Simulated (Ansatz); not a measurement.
Z-matrix (Å, degrees):
```
Ge
N 1 1.804
Cl 1 2.150 2 105.0
N 1 1.804 2 108.3 3 125.1
Cl 1 2.150 2 116.5 3 -116.9
H 2 1.010 1 114.8 3 43.3
H 2 1.011 1 114.4 3 172.3
H 4 1.011 1 114.4 2 -62.7
H 4 1.010 1 114.8 2 168.3
```

Total charge 0; spin multiplicity 1.

Problem. List the CAM-B3LYP/def2-TZVPP orbital energies in eV (the Gaussian-basis code of Ansatz). (Best estimate.)

Solution. The calculation gave: Occupied: -10853.83, -2764.29, -2764.29, -1357.93, -1208.92, -1208.89, -1208.86, -391.71, -391.71, -259.06, -259.06, -198.12, -198.12, -197.97, -197.97, -197.97, -197.97, -172.86, -123.22, -123.16, -123.08, -36.82, -36.80, -36.76, -36.67, -36.65, -26.35, -25.48, -24.59, -24.20, -17.08, -15.75, -15.69, -13.28, -13.15, -12.50, -10.96, -10.87, -10.68, -10.35, -9.67, -9.61. Lowest empty: 0.56, 1.71, 1.97, 2.73, 3.28, 3.45, 3.90, 4.10.
